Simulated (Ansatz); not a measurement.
Ansatz results at the PBE0-D4/def2-TZVP geometry: size of the dipole moment (PBE/def2-TZVPP) 0.77 D; HOMO–LUMO gap (PBE/def2-TZVPP) 3.62 eV; HOMO–LUMO gap (ωB97M-V/def2-TZVPP) 9.33 eV.

Each molecule was computed in one conformer, which needn't be the lowest.

**Question.** Which molecule gave them?
A. `C[CH2][Ga]([CH2]C)[CH2]C`
B. `[F][Ga]([F])[SH]`
C. `C[CH](C)[GaH][CH](C)C`
D. `CC[O][Ga]([O]CC)[O]CC`

**Answer.** C. The others give `CC[O][Ga]([O]CC)[O]CC`: 0.10, 4.84, 11.58; `C[CH2][Ga]([CH2]C)[CH2]C`: 0.00, 4.30, 10.09; `[F][Ga]([F])[SH]`: 2.18, 4.72, 11.08.
